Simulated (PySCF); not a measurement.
NMR problem set

[PySCF 2.14: shieldings: GIAO PBE0/pcSseg-1; B3LYP/pcJ-1 coupling constants; GFN2-xTB geometry; isolated molecule; non-relativistic Hamiltonian; a single conformation; equivalent nuclei averaged]

Chemical shifts δ = σref − σ; ¹H, ¹³C vs TMS, all at this level. Multiplet labels drop J under 1 Hz and among equivalent protons, and merge close values. Unscaled 3J(H,H) run several per cent high. Splittings of carbon signals by F and P are missing where no couplings were computed. Where no couplings were computed, multiplicities follow the n + 1 count of equivalent neighbours, and m marks all less simple cases (inequivalent or close neighbours, rings, F or P nearby). Vicinal couplings that depend on rotamer populations or ring flexing (ring, CH–CH, X–H and H–F types) are those of the one conformer. One-bond C–F couplings are unscaled and too large by tens of Hz. Shifts are as computed. Against solution values, carbons near 30 ppm lie about +3 ppm off and those near 130 ppm about +5 ppm. Of 1211 compounds with measured shifts, 218 miss one by over three times the rms of a fit or turn the order of signals round; such compounds aren't used in these exercises. Across acyclic CH2–CH2 and CH–CH2 bonds, 3J(H,H) assumes equally populated rotamers. OH and NH positions are gas-phase values without hydrogen bonding to other molecules.

Q: C2H4F2O. ¹H NMR (400 MHz, computed): δ 6.10 (tt, J = 62.8, 3.8 Hz, 1H), 4.00 (td, J = 12.3, 3.8 Hz, 2H), 0.93 (br s, 1H). ¹³C{¹H} NMR (computed): δ 123.4 (CH, t, J = 303.0 Hz), 69.0 (CH2, t, J = 26.0 Hz). Identify the compound.

A: 2,2-difluoroethanol (SMILES OCC(F)F). Rings plus π bonds: 0. 2 carbon signals for 2 carbons: no two carbons are equivalent. Carbon types of the structure: 1 × CH, 1 × CH2, leaving 1 H on heteroatoms. δC 123.4: sp3 CH bonded to 2 F; 2 electronegative neighbours deshield it. δC 69.0: sp3 CH2 bonded to O; deshielded by the electronegative neighbour. δH 6.10: hydrogen on an sp3 CH bonded to 2 F; its carbon carries F, an electronegative neighbour. δH 0.93: hydrogen on an alcohol oxygen; exchangeable, gas-phase position. The protons at 4.00 and 6.10 share a coupling of 3.8 Hz (vicinal).

The shifts were computed for this structure.

Q: C5H12OP2. ¹H NMR (400 MHz, computed): δ 6.70 (m, 1H), 6.58 (m, 1H), 6.21 (m, 1H), 1.42 (m, 3H), 1.22 (m, 6H). ¹³C{¹H} NMR (computed): δ 143.0 (CH), 142.1 (CH2), 20.0 (CH3), 7.8 (CH3). Identify the compound.

A: SMILES C=C[P@@](C)(=O)P(C)C. 4 carbon signals for 5 carbons: some carbons are equivalent by symmetry or fast rotation. Carbon types of the structure: 1 × CH, 1 × CH2, 3 × CH3, which accounts for all hydrogens. δC 143.0: alkene CH; as expected for a trigonal carbon in a double bond. δC 142.1: terminal =CH2 carbon; as expected for a trigonal carbon in a double bond. δH 6.70, 6.58: hydrogen on a terminal =CH2 carbon; attached to an sp2 carbon and in the plane of the double bond. δH 6.21: hydrogen on an alkene CH; attached to an sp2 carbon and in the plane of the double bond.

This is the structure that produced the data.
